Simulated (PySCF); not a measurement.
# Spin–spin coupling constants

Geometry (Å), atoms numbered from 1 in this order:
```xyz
11

C    -0.385   -1.003   -0.456
C    -1.137    0.165    0.188
O    -0.230    0.908    0.977
Ge    1.391    0.766    0.231
O     0.885   -0.547   -0.875
H    -0.274   -1.829    0.275
H    -0.933   -1.395   -1.328
H    -1.958   -0.197    0.828
H    -1.579    0.808   -0.599
H     2.415    0.333    1.290
H     1.817    1.997   -0.583
```

Indirect spin–spin couplings were computed at B3LYP/pcJ-1 (pcSseg-1 on Ge) (without the spin–dipole term) (PySCF 2.14) on a PBE0-D3(BJ)/def2-SVP structure, for the isolated molecule, without vibrational or relativistic corrections. Couplings are averaged over pairs made equivalent by symmetry, fast rotation or ring inversion, so a value needn't be that of the named pair in this geometry, while other rotamers aren't included; one pair stands for each set, and the list holds those of at least 0.8 Hz over up to four bonds, among pairs with at least one C or H atom (others weren't computed).

Isotopes: ¹³C, ¹H, ¹⁷O. Couplings to quadrupolar nuclei such as 17O and 33S are rarely resolved in practice.

```
    pair  bonds  J (Hz)
  C1, C2      1    34.3
  C1, O5      1    23.9
  C1, H6      1   150.3
  O3, H8      2    -9.6
 O3, H10      2    -8.5
  H6, H7      2       ?
H10, H11      2    70.5
  O3, H6      3    -1.6
  H6, H8      3       ?
  H6, H9      3     6.7
 H6, H11      4       ?
```

Estimate the withheld couplings, with signs.

## Answers


- ²J(H6,H7) = -10.3 Hz
- ³J(H6,H8) = 6.1 Hz
- ⁴J(H6,H11) = -0.9 Hz

Relativistic effects of the heavier atoms present are left out.
